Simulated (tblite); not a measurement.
C8H16N2.
Numbering: `[CH3:1]/[CH:2]=[N:3]/[N:4]=[C:5](/[CH3:6])[C:7]([CH3:8])([CH3:9])[CH3:10]` (hydrogens: H11, H12, H13 on C1; H14 on C2; H15, H16, H17 on C6; H18, H19, H20 on C8; H21, H22, H23 on C9; H24, H25, H26 on C10)

Geometry (GFN2-xTB, Å), atoms numbered from 1 in this order:
```xyz
26
C8H16N2 angstrom
C      3.8255   -0.4889    1.1368
C      2.7570   -0.1853    0.1446
N      1.8109    0.5945    0.4548
N      0.9151    1.1213   -0.3005
C     -0.3206    0.9445   -0.4923
C     -0.9962    2.0174   -1.3004
C     -1.1769   -0.2163    0.0107
C     -2.3448    0.3449    0.8336
C     -0.3754   -1.1736    0.8970
C     -1.7236   -1.0036   -1.1891
H      3.8507   -1.5572    1.3519
H      4.8006   -0.2071    0.7402
H      3.6422    0.0571    2.0577
H      2.8285   -0.6708   -0.8327
H     -1.5677    1.5935   -2.1221
H     -1.6737    2.5974   -0.6760
H     -0.2420    2.6871   -1.7034
H     -2.9270   -0.4716    1.2563
H     -1.9703    0.9579    1.6509
H     -3.0071    0.9484    0.2190
H     -1.0375   -1.9322    1.3110
H      0.0918   -0.6404    1.7216
H      0.4004   -1.6774    0.3249
H     -2.4121   -0.4027   -1.7773
H     -2.2590   -1.8844   -0.8399
H     -0.9099   -1.3300   -1.8341
```

All values are computed: GFN2-xTB (tblite) harmonic vibrations without scaling, gas phase. Against measured fundamentals such values can be off by several per cent, at times by over 20. One conformer, not necessarily the lowest. The optimisation stopped once no atom felt more than 0.01 eV/Å.

Lowest wavenumbers of the output (negative numbers stand for imaginary wavenumbers):
```
mode    cm-1
  1     -33.7
  2      85.4
  3      98.0
  4     128.1
  5     137.8
  6     172.8
  7     198.8
  8     229.7
  9     264.4
 10     274.6
```

Question: Is this structure a minimum?

Answer: Not by this Hessian. 1 mode is imaginary beyond 20i (34i cm⁻¹), so at this level the point lies at or near a first-order saddle. The curvature is small, so loose convergence or finite differences may be the whole cause.

Question: Which atoms move in the imaginary mode?

Answer: 34i: C10 (methyl carbon) 18 %, C8 (methyl carbon) 16 %, C9 (methyl carbon) 16 %. These are shares of the mass-weighted motion.

Question: What is the remedy?

Answer: Step along that mode in both directions, optimise again with tighter thresholds and repeat the frequencies. The zero-point energy of this point (142.1 kcal/mol) counts the 71 real modes alone, and thermal corrections from it aren't those of a minimum.
